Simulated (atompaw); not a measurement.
# Before and after: PAW (atompaw) potential for thallium

Tl, PAW, made with atompaw 4.2.0.5 (LDA (PW92), scalar-relativistic). Core [Xe] 4f14, reference 5d10 6s2 6p0 (charge +1). Waves: 6s (bound): rc 2.55 bohr; 6s channel at 3.65 Ry: rc 2.55 bohr; 6p (bound, empty): rc 2.55 bohr; 6p channel at 0.3 Ry: rc 2.55 bohr; 5d (bound): rc 1.15 bohr; 5d channel at -1.1 Ry: rc 2.55 bohr. Local part: bessel scheme, radius 2.45 bohr. Core correction: smooth core density matched at 1.75 bohr. Augmentation charge: besselshape compensation charge, radius 2.15 bohr; PAW radius 2.55 bohr; waves and projectors: custom rrkj gramschmidtortho.

All-electron outer shells of the reference configuration (LDA (PW92), scalar-relativistic, ld1.x):

```tsv
shell	level (eV)	outermost node (bohr)	outermost maximum (bohr)
4f	-121.78	–	0.36
5p	-83.65	0.50	0.90
5d	-22.98	0.53	1.11
6s	-16.69	1.04	2.05
6p	-8.44	1.22	2.70
```

Change: local potential vpsmatchnc scheme with l = 3 at -0.5 Ry, radius 2.45 bohr.

Cutoffs: the cutoffs (Ry, on a coarse ladder) from which the occupation-weighted sum of valence levels, in a spherical-Bessel basis at the reference potential, stays within 10 and 1 mRy of its value at 400 Ry; they do not see the model core or the augmentation charge, which bear on the density cutoff.

**Question.** What does the change do?

**Answer.** The potential gets neither clearly harder nor softer (80 Ry and 140 Ry → 80 Ry and 140 Ry); a bound ghost appears in s, which as a rule spoils a file. A state that the projectors do not describe sees the local part alone, so a deeper or shallower local part can create or remove a ghost.

| quantity | base | changed |
| --- | --- | --- |
| cutoff, loose | 80 Ry | 80 Ry |
| cutoff, tight | 140 Ry | 140 Ry |
| bound ghosts | none | s |
| s: phases at 2.55 bohr within 0.05 rad from the reference energy up to (Ry; the scan ends near 5) | to the end of the scan | to the end of the scan |
| p: phases at 2.55 bohr within 0.05 rad from the reference energy up to (Ry; the scan ends near 5) | 4.2 | to the end of the scan |
| d: phases at 2.55 bohr within 0.05 rad from the reference energy up to (Ry; the scan ends near 5) | -0.6 | -1.0 |
| lowest overlap eigenvalue by channel | s 0.56, p 0.55, d 0.35 | s 0.15, p 0.42, d 0.20 |

 A true bound ghost makes a file unfit for plane-wave use even where its test errors are small: the radial tests pick states by their node count and pass the ghost by. The cutoffs see the waves, projectors and local potential, not the compensation charge or the core.
